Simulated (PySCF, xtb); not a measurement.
H4SiTe, SMILES [SiH3][TeH].

Harmonic wavenumbers (cm⁻¹) from GFN2-xTB run with xtb at its own minimum, in rising order: 125, 375, 447, 494, 601, 782, 790, 819, 1923, 2268, 2280, 2311.

Question: What does PySCF with B3LYP-D3(BJ)/def2-TZVP give at its own minimum? (An estimate is asked for; the answer gives what the named calculation found.)

Answer: 144, 327, 440, 555, 657, 896, 940, 963, 2114, 2227, 2240, 2246. Paired by order, the mean absolute difference is 78 cm⁻¹ and the zero-point energies are 18.9 and 19.7 kcal/mol.
